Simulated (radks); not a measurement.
The numbers below are computed, except where a source is named.
Gd35+, configuration [Ar] 3d10 4s1.

Level of theory: Dirac Kohn-Sham, exchange-only PBE, spin-unpolarised, spherical densities, finite nucleus; Fermi nuclear charge, rms radius 5.1569 fm (a radial shooting solver on a logarithmic mesh with Libxc functionals).

Energy parts (hartree):
total: -10567.9130
kinetic: 11574.2071
electron-nucleus: -24288.6408
Hartree: 2343.7044
exchange: -197.1838

Orbitals (lengths in bohr, moments of r in powers of bohr):
orbital  occ.  eigenvalue (hartree)      <r>
1s1/2       2             -1892.153  0.02190
2s1/2       2             -355.2948  0.09256
2p1/2       2             -340.2991  0.07727
2p3/2       4             -314.5958  0.08407
3s1/2       2             -116.1520   0.2397
3p1/2       2             -109.7231   0.2289
3p3/2       4             -104.2273   0.2410
3d3/2       4             -93.32278   0.2123
3d5/2       6             -92.10189   0.2161
4s1/2       1             -55.62288   0.4828
4p1/2       0             -52.95798   0.4807
4p3/2       0             -51.18674   0.4979
5s1/2       0             -32.75221   0.8092

The highest occupied level is 4s1/2 at -1513.6 eV. The electron density at the nucleus is 6.277e+05 e/bohr^3. For comparison, the ionisation energy in NIST's Atomic Spectra Database is 1532.3 eV (semi-empirical). In exact Kohn-Sham theory the highest level is minus the ionisation energy, but local and semilocal functionals leave it too shallow, through self-interaction and a potential that decays too fast; potentials with the right tail come closer. Summed over all electrons, <r^2> = 1.392 bohr^2, which gives a Langevin (diamagnetic) susceptibility term of -1.1 x 10^-6 cm^3/mol.

Beside tabulated values, note that spin-unpolarised runs miss the spin-polarisation part of the exchange energy of open shells.
